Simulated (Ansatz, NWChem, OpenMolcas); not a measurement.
**TlBr (SMILES [Br][Tl]): methods side by side**

TlBr: 2 atoms, total charge 0, spin state singlet. SMILES: `[Br][Tl]`. The bond length is the measured one.

```xyz
2

Br    0.0000    0.0000    0.0000
Tl    0.0000    0.0000    2.6182
```

Quantity: the energy change with the Br1–Tl2 bond stretched from 2.618 to 3.927 Å, in eV. The values are calculated.

| level | kind | program | value (eV) | less CCSD(T)/def2-TZVPPD | CPU time (all runs) |
| --- | --- | --- | --- | --- | --- |
| M06-L/def2-TZVPPD (core potential) (restricted) | meta-GGA | NWChem | 1.50 | -0.19 | 2.5 min |
| TPSS/def2-TZVPPD (core potential) (restricted) | meta-GGA | OpenMolcas | 1.56 | -0.13 | 61 s |
| B3LYP/def2-TZVPPD (core potential) (restricted) | global hybrid | NWChem | 1.52 | -0.17 | 98 s |
| B2PLYP/def2-TZVPPD (core potential) (restricted) | double hybrid | OpenMolcas | 1.63 | -0.06 | 32 s |
| RPA@PBE/def2-TZVPPD (core potential) (restricted) | RPA | Ansatz | 1.55 | -0.14 | 46 s |
| RPA@PBE0/def2-TZVPPD (core potential) (restricted) | RPA | Ansatz | 1.61 | -0.08 | 32 s |
| MP2/def2-TZVPPD (core potential) (restricted) | perturbation theory | OpenMolcas | 1.76 | +0.07 | 16 s |
| CCSD(T)/def2-TZVPPD (core potential) (restricted) | coupled cluster or CI | Ansatz | 1.69 | 0.00 | 34 s |

Differences are taken from CCSD(T)/def2-TZVPPD (core potential) (restricted) for orientation; it has basis-set and higher-order errors of its own. The first shape isn't each level's own minimum. The values span 1.50 to 1.76 eV. In the correlated wave-function rows the outer d shell of Br is correlated, in sets not made for it. Times are those of the runs behind each value, whatever else they computed, on shared processors of several kinds: orders of magnitude only.
